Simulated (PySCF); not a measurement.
C2H3Cl3Si. Atoms are numbered in the order given.

```xyz
9

C     -2.5863    -1.0810     0.0000
C     -1.2771    -1.3739     0.0000
Si     0.0535    -0.0949     0.0000
Cl    -0.7596     1.7971     0.0000
Cl     1.2529    -0.2988    -1.6615
Cl     1.2529    -0.2988     1.6615
H     -2.9438    -0.0463     0.0000
H     -3.3510    -1.8646     0.0000
H     -0.9570    -2.4238     0.0000
```
Charge 0, spin multiplicity 1.

Geometry: TPSSh-D3(BJ)/def2-SVP. One conformer was computed; it need not be the lowest.

Computed with PBE0/pcSseg-1 run with PySCF.

GIAO shieldings, no solvent; atoms listed in one row are averaged. δ = σ(ref) − σ: ¹³C against TMS (σ = 186.3 ppm); ²⁹Si against TMS (σ = 352.7 ppm); ³⁵Cl against HCl (σ = 945.9 ppm); ¹H against TMS (σ = 31.56 ppm), references at their B3LYP-D3(BJ)/def2-TZVP geometries, non-relativistic (without spin–orbit terms, shifts of atoms bonded to Cl or Br come out too high).

Computed chemical shifts:
```tsv
nucleus	atoms	count	δ (ppm)
¹³C	C1	1	151.8
¹³C	C2	1	141.9
²⁹Si	Si3	1	27.3
³⁵Cl	Cl5, Cl6	2	148.6
³⁵Cl	Cl4	1	106.6
¹H	H8	1	6.89
¹H	H7	1	6.81
¹H	H9	1	6.46
```
